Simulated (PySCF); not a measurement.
# Levels of Ho⁵⁴⁺ from EOM-EA-GCCSD

Reference: closed-shell Ho⁵⁵⁺, [Ne] 3s2; one electron is added. Calculated with PySCF 2.14, two-component X2C-1e with screened spin-orbit coupling, an even-tempered Gaussian basis (17 s from 5.5 bohr⁻², ratio 2.6; 14 p from 7.2 bohr⁻², ratio 2.6; 6 d from 7.3 bohr⁻², ratio 2.8; 4 f from 100 bohr⁻², ratio 2.8); frozen 1s2; the 52 highest virtual spinors dropped; of the others 56 kept and the rest restored at second order. No Breit or QED terms. Binding energies in eV.

```tsv
level	Koopmans	second order	EOM-CCSD
3p1/2	5261.0	5262.8	5262.2
3p3/2	5029.7	5032.3	5032.4
3d3/2	4831.9	4845.7	4824.8
```

Electric-dipole lines between these computed levels:

| lower | upper | ΔE (eV) | vacuum wavelength (nm) |
| --- | --- | --- | --- |
| 3p1/2 | 3d3/2 | 437.41 | 2.835 |
| 3p3/2 | 3d3/2 | 207.56 | 5.973 |

In EOM-CCSD the overlap with the one-orbital guess is low for 3d3/2 (weight 0.81). That can mean mixing with two-particle, one-hole states, where second order and EOM-CCSD lose accuracy, or only a rotation among the degenerate components of the shell; the terms of those configurations are not listed.

For comparison, the ionisation energy of Ho⁵⁴⁺ is 5258 ± 5 eV (theoretical estimate listed by NIST; NIST Atomic Spectra Database, ionization energies).

Only part of the computed levels is shown.
